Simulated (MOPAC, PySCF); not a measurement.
C4H10O, SMILES `CC(C)CO` (C–C–C–O torsion 62°, C–C–O–H torsion -69°), neutral singlet in the gas phase. 

Cartesian coordinates (Å):
SMILES: CC(C)CO
```xyz
15

C     -0.3675     1.2608     0.5584
C     -0.1068    -0.2310     0.3535
C     -1.3281    -0.9275    -0.2458
C      1.1143    -0.4733    -0.5333
O      2.3304     0.0317     0.0061
H     -0.5518     1.7585    -0.3988
H     -1.2435     1.4226     1.1890
H      0.4745     1.7568     1.0459
H      0.1108    -0.6802     1.3284
H     -2.2035    -0.8029     0.3938
H     -1.1550    -1.9985    -0.3715
H     -1.5736    -0.5111    -1.2268
H      0.9295    -0.0536    -1.5324
H      1.2745    -1.5459    -0.6540
H      2.2957     0.9934     0.0003
```
Charge 0, spin multiplicity 1.

All levels are single points at this geometry (B3LYP-D3(BJ)/def2-TZVP); Pople sets use spherical d functions. Orbital energies aren't observables, and empty levels follow the basis.

```json
[
 {"level": "B3LYP-D3(BJ)/def2-TZVP in PySCF", "HOMO (eV)": "-7.49", "LUMO (eV)": "0.62", "gap (eV)": "8.11", "dipole (D)": "1.65", "vertical IE, Delta-SCF (eV)": "10.05"},
 {"level": "B3LYP/6-311+G** in PySCF", "HOMO (eV)": "-7.55", "LUMO (eV)": "-0.05", "gap (eV)": "7.50", "dipole (D)": "1.83", "vertical IE, Delta-SCF (eV)": "–"},
 {"level": "BP86/6-31G* in PySCF", "HOMO (eV)": "-5.72", "LUMO (eV)": "1.30", "gap (eV)": "7.03", "dipole (D)": "1.56", "vertical IE, Delta-SCF (eV)": "–"},
 {"level": "PBE/6-31G* in PySCF", "HOMO (eV)": "-5.59", "LUMO (eV)": "1.32", "gap (eV)": "6.91", "dipole (D)": "1.55", "vertical IE, Delta-SCF (eV)": "9.40"},
 {"level": "HF/6-31G* in PySCF", "HOMO (eV)": "-11.57", "LUMO (eV)": "5.82", "gap (eV)": "17.39", "dipole (D)": "1.85", "vertical IE, Delta-SCF (eV)": "9.23"},
 {"level": "HF/STO-3G in PySCF", "HOMO (eV)": "-9.30", "LUMO (eV)": "15.38", "gap (eV)": "24.68", "dipole (D)": "1.51", "vertical IE, Delta-SCF (eV)": "–"},
 {"level": "AM1 in MOPAC", "HOMO (eV)": "-10.89", "LUMO (eV)": "3.52", "gap (eV)": "14.41", "dipole (D)": "1.70", "vertical IE, Delta-SCF (eV)": "–"},
 {"level": "PM3 in MOPAC", "HOMO (eV)": "-11.09", "LUMO (eV)": "3.18", "gap (eV)": "14.27", "dipole (D)": "1.57", "vertical IE, Delta-SCF (eV)": "–"},
 {"level": "PM7 in MOPAC", "HOMO (eV)": "-10.50", "LUMO (eV)": "2.93", "gap (eV)": "13.43", "dipole (D)": "2.17", "vertical IE, Delta-SCF (eV)": "–"}
]
```
